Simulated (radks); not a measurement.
The antimony ion Sb25+, 26 electrons, occupied as [Ar] 3d8. Method: Dirac Kohn-Sham, PBE, spin-unpolarised, spherical densities, point nucleus; open shells are shared between the two j in proportion to 2j + 1; computed with a radial shooting solver on a logarithmic mesh with Libxc functionals.

Unscreened Slater integrals over Kohn-Sham orbitals (hartree). Large and small components are both included.

\begin{tabular}{lr}
integral & value \\ \hline
F0(3d5/2,3d5/2) & 3.1339 \\
F2(3d5/2,3d5/2) & 1.5909 \\
F4(3d5/2,3d5/2) & 1.0220 \\
F0(3d5/2,3d3/2) & 3.1508 \\
F2(3d5/2,3d3/2) & 1.5967 \\
G2(3d5/2,3d3/2) & 1.5853 \\
G4(3d5/2,3d3/2) & 1.0182 \\
F0(3d5/2,3p3/2) & 2.9380 \\
F2(3d5/2,3p3/2) & 1.4186 \\
G1(3d5/2,3p3/2) & 1.5684 \\
G3(3d5/2,3p3/2) & 1.0288 \\
F0(3d5/2,3p1/2) & 2.9922 \\
G3(3d5/2,3p1/2) & 1.0679 \\
F0(3d3/2,3d3/2) & 3.1680 \\
F2(3d3/2,3d3/2) & 1.6029 \\
F0(3d3/2,3p3/2) & 2.9514 \\
F2(3d3/2,3p3/2) & 1.4176 \\
G1(3d3/2,3p3/2) & 1.5579 \\
G3(3d3/2,3p3/2) & 1.0220 \\
F0(3d3/2,3p1/2) & 3.0064 \\
G1(3d3/2,3p1/2) & 1.6418 \\
F0(3p3/2,3p3/2) & 2.8204 \\
F2(3p3/2,3p3/2) & 1.4208 \\
F0(3p3/2,3p1/2) & 2.8653 \\
G2(3p3/2,3p1/2) & 1.4320 \\
F0(3p1/2,3p1/2) & 2.9132 \\
\end{tabular}
